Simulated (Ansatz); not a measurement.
Cartesian coordinates in Å:
```
F 1.984 -0.497 0.131
Sb 0.838 0.748 1.051
Sb -1.480 0.348 -0.532
H 0.251 -0.433 2.151
H -0.683 1.043 -1.873
H -0.910 -1.209 -0.929
```

Charge 0, multiplicity 1. Sb takes the def2 core potential.

(1) List the CAM-B3LYP/def2-TZVPP orbital energies in eV (Ansatz 0.2.0). (An estimate is asked.)

Results:

(1) The calculation gave: Occupied: -672.31, -158.32, -157.62, -110.22, -110.09, -109.99, -109.44, -109.43, -109.31, -38.41, -38.16, -38.09, -38.01, -37.95, -37.45, -37.43, -37.36, -37.32, -37.27, -32.65, -18.66, -16.83, -13.16, -12.71, -12.64, -11.22, -9.96, -9.49, -8.02. Lowest empty: -0.63, -0.45, 0.69, 0.77, 1.78, 3.48, 3.64, 3.83.
